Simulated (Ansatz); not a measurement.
`C[SiH]([SiH3])[NH][AlH2]` + `CC[Si]O` → `CC[Si]O[SiH3]` + `C[SiH2][NH][AlH2]`  (cleavage of the Si–Si bond)

Computed with Ansatz on PBE0-D4/def2-TZVP structures; ΔE is electronic, products minus reactants. CBS: MP2 limit from def2 TZ/QZ plus the TZ coupled-cluster correction, frozen cores. Functionals use def2-TZVPP. One conformer a species, not always the lowest.

```csv
level,ΔE (kcal/mol),difference from CCSD(T)/CBS
PBE-D4,-16.2,7.0
r2SCAN-D4,-20.9,2.3
ωB97X-V,-22.4,0.8
ωB97M-V,-23.5,-0.3
B2PLYP,-24.0,-0.8
PBE,-16.0,7.2
HF/def2-TZVPP,-30.4,-7.2
MP2/def2-TZVPP,-24.7,-1.5
HF/def2-QZVPP,-31.0,-7.8
MP2/def2-QZVPP,-25.0,-1.8
CCSD(T)/CBS,-23.2,0
```

Largest T1 diagnostic among the species: 0.013.

In def2-TZVPP, CCSD(T) changes the Hartree–Fock value by +7.3 kcal/mol (the triples alone add +1.1 kcal/mol) and MP2 by +5.7 kcal/mol. From PBE to PBE0 (25 % exact exchange), in def2-TZVPP and without D4, ΔE moves by −2.4 kcal/mol.
